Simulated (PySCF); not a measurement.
A structure optimised at B3LYP-D3(BJ)/def2-TZVP, used in a PySCF frequency run:

```xyz
6

Si    -0.6090    -0.4741    -0.0059
F     -1.5688     0.7737     0.2998
S      1.4242     0.1153    -0.2204
H     -0.7718    -1.4115     1.1192
H     -1.0026    -1.0486    -1.3036
H      1.6330     0.2895     1.0965
```
Charge 0, spin multiplicity 1.

Problem. Write its SMILES and formula.

Solution. F[SiH2]S, FH₃SSi

Problem. What are its rotational constants (standard atomic weights)?

Solution. 19.546, 3.7728, 3.3588 GHz
